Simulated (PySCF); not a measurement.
C4H9O2S (SMILES O=S1(=[OH+])CCCC1), charge +1, singlet, at a GFN2-xTB geometry; PySCF with DF-BLYP/6-31+G*.

PySCF was given this input:
```python
from pyscf import gto, scf, dft

mol = gto.Mole()
mol.atom = '''
    O     1.51152948    0.46643886   -1.24309723
    S     0.62912650    0.24409693   -0.15893908
    O     1.27185554    0.70569780    1.20618995
    C    -0.98062429    1.07394080   -0.20980790
    C    -1.93264431   -0.10768255   -0.28481530
    C    -1.34456367   -1.23699743    0.57124462
    C     0.08377631   -1.46043585    0.11289643
    H     2.18642629    1.01690896    1.19639492
    H    -1.01882340    1.73861810   -1.06683965
    H    -1.07813283    1.63362773    0.71664594
    H    -2.03764828   -0.44275329   -1.31783511
    H    -2.92128192    0.16891887    0.08009021
    H    -1.35807917   -0.95174420    1.62418067
    H    -1.93697440   -2.14443754    0.45965375
    H     0.72363159   -1.93507359    0.84927960
    H     0.15211376   -1.97965890   -0.84039368
'''
mol.basis = '6-31+g*'
mol.charge = 1
mol.verbose = 4
mol.build()

mf = dft.RKS(mol)
mf.xc = 'blyp'
mf = mf.density_fit(auxbasis='def2-universal-jkfit')
mf.kernel()
```

The log (banner, timings and long lists left out):

```
PySCF version 2.14.0

[INPUT] verbose = 4
[INPUT] num. atoms = 16
[INPUT] num. electrons = 64
[INPUT] charge = 1
[INPUT] spin (= nelec alpha-beta = 2S) = 0
[INPUT] symmetry False subgroup None
[INPUT] Mole.unit = angstrom
[INPUT] Symbol           X                Y                Z      unit          X                Y                Z       unit  Magmom
[INPUT]  1 O      1.511529480000   0.466438860000  -1.243097230000 AA    2.856376746406   0.881441699254  -2.349113310905 Bohr   0.0
[INPUT]  2 S      0.629126500000   0.244096930000  -0.158939080000 AA    1.188876782706   0.461276345547  -0.300351331690 Bohr   0.0
[INPUT]  3 O      1.271855540000   0.705697800000   1.206189950000 AA    2.403458640611   1.333575568708   2.279368659703 Bohr   0.0
[INPUT]  4 C     -0.980624290000   1.073940800000  -0.209807900000 AA   -1.853111339196   2.029453985996  -0.396479469770 Bohr   0.0
[INPUT]  5 C     -1.932644310000  -0.107682550000  -0.284815300000 AA   -3.652168442099  -0.203490527895  -0.538222913086 Bohr   0.0
[INPUT]  6 C     -1.344563670000  -1.236997430000   0.571244620000 AA   -2.540857093340  -2.337586359491   1.079495881931 Bohr   0.0
[INPUT]  7 C      0.083776310000  -1.460435850000   0.112896430000 AA    0.158314281627  -2.759823778996   0.213343333141 Bohr   0.0
[INPUT]  8 H      2.186426290000   1.016908960000   1.196394920000 AA    4.131746879649   1.921679428016   2.260858735621 Bohr   0.0
[INPUT]  9 H     -1.018823400000   1.738618100000  -1.066839650000 AA   -1.925297195298   3.285512044212  -2.016034757327 Bohr   0.0
[INPUT] 10 H     -1.078132830000   1.633627730000   0.716645940000 AA   -2.037375774602   3.087108999195   1.354264554881 Bohr   0.0
[INPUT] 11 H     -2.037648280000  -0.442753290000  -1.317835110000 AA   -3.850597187391  -0.836682458850  -2.490347435236 Bohr   0.0
[INPUT] 12 H     -2.921281920000   0.168918870000   0.080090210000 AA   -5.520422761444   0.319210401571   0.151348562159 Bohr   0.0
[INPUT] 13 H     -1.358079170000  -0.951744200000   1.624180670000 AA   -2.566397686777  -1.798535878643   3.069256643113 Bohr   0.0
[INPUT] 14 H     -1.936974400000  -2.144437540000   0.459653750000 AA   -3.660351126294  -4.052399641836   0.868619699629 Bohr   0.0
[INPUT] 15 H      0.723631590000  -1.935073590000   0.849279600000 AA    1.367465520184  -3.656759115979   1.604905847180 Bohr   0.0
[INPUT] 16 H      0.152113760000  -1.979658900000  -0.840393680000 AA    0.287453346178  -3.741013141058  -1.588113892015 Bohr   0.0

nuclear repulsion = 441.752568292508
number of shells = 76
number of NR pGTOs = 277
number of NR cGTOs = 148
basis = 6-31+g*
ecp = {}

******** <class 'pyscf.df.df_jk.DFRKS'> ********
method = DFRKS
initial guess = minao
damping factor = 0
level_shift factor = 0
DIIS = <class 'pyscf.scf.diis.CDIIS'>
diis_start_cycle = 1
diis_space = 8
diis_damp = 0
SCF conv_tol = 1e-09
SCF conv_tol_grad = None
SCF max_cycles = 50
direct_scf = False
XC library pyscf.dft.libxc version 7.1.2
    S. Lehtola, C. Steigemann, M. J. T. Oliveira, and M. A. L. Marques,  SoftwareX 7, 1–5 (2018)
XC functionals = blyp
    A. D. Becke,  Phys. Rev. A 38, 3098 (1988)
    C. Lee, W. Yang, and R. G. Parr,  Phys. Rev. B 37, 785 (1988)
    B. Miehlich, A. Savin, H. Stoll, and H. Preuss,  Chem. Phys. Lett. 157, 200 (1989)
radial grids:
    Treutler-Ahlrichs [JCP 102, 346 (1995); DOI:10.1063/1.469408] (M4) radial grids

becke partition: Becke, JCP 88, 2547 (1988); DOI:10.1063/1.454033
pruning grids: <function nwchem_prune>
grids dens level: 3
symmetrized grids: False
atomic radii adjust function: <function treutler_atomic_radii_adjust>
small_rho_cutoff = 0
Set gradient conv threshold to 3.16228e-05
Initial guess from minao.
tot grids = 191792
init E= -707.419548895593
  HOMO = -0.341386349259182  LUMO = -0.0549523608208036  gap/eV = 7.79427
cycle= 1 E= -705.717825862896  delta_E=  1.7  |g|= 1.18  |ddm|= 4.77
  HOMO = -0.368161277463791  LUMO = -0.255320910968608  gap/eV = 3.07054
cycle= 2 E= -704.125214448999  delta_E= 1.59  |g|= 2.97  |ddm|= 6.18
  HOMO = -0.440286526547743  LUMO = -0.22896651522216  gap/eV = 5.75031
cycle= 3 E= -705.891533844093  delta_E= -1.77  |g|= 0.707  |ddm|= 5.39
  HOMO = -0.453772768104988  LUMO = -0.233078194721028  gap/eV = 6.00541
cycle= 4 E= -705.995758191445  delta_E= -0.104  |g|= 0.197  |ddm|= 1.14
  HOMO = -0.462664921344709  LUMO = -0.233647689600571  gap/eV = 6.23188
cycle= 5 E= -706.000523635416  delta_E= -0.00477  |g|= 0.104  |ddm|= 0.308
  HOMO = -0.458469764214902  LUMO = -0.233314872396056  gap/eV = 6.12678
cycle= 6 E= -706.003042175059  delta_E= -0.00252  |g|= 0.0188  |ddm|= 0.154
  HOMO = -0.457871606793674  LUMO = -0.232055078384691  gap/eV = 6.14478
cycle= 7 E= -706.003116473007  delta_E= -7.43e-05  |g|= 0.00552  |ddm|= 0.0322
  HOMO = -0.458463978920401  LUMO = -0.232514727770598  gap/eV = 6.14839
cycle= 8 E= -706.0031230527  delta_E= -6.58e-06  |g|= 0.00158  |ddm|= 0.00932
  HOMO = -0.458402599971445  LUMO = -0.232366071651279  gap/eV = 6.15077
cycle= 9 E= -706.003123681244  delta_E= -6.29e-07  |g|= 0.000202  |ddm|= 0.00282
  HOMO = -0.458396120665484  LUMO = -0.232362910164368  gap/eV = 6.15068
cycle= 10 E= -706.003123687167  delta_E= -5.92e-09  |g|= 0.000122  |ddm|= 0.000484
  HOMO = -0.458403495011978  LUMO = -0.232371812399156  gap/eV = 6.15064
cycle= 11 E= -706.003123690675  delta_E= -3.51e-09  |g|= 3.25e-05  |ddm|= 0.000189
  HOMO = -0.458401715841868  LUMO = -0.23236984108914  gap/eV = 6.15064
cycle= 12 E= -706.003123690914  delta_E= -2.39e-10  |g|= 7.58e-06  |ddm|= 5.59e-05
  HOMO = -0.458402138043107  LUMO = -0.232369939566603  gap/eV = 6.15065
Extra cycle  E= -706.003123690872  delta_E= 4.21e-11  |g|= 1.54e-05  |ddm|= 3.65e-05
converged SCF energy = -706.003123690872
```
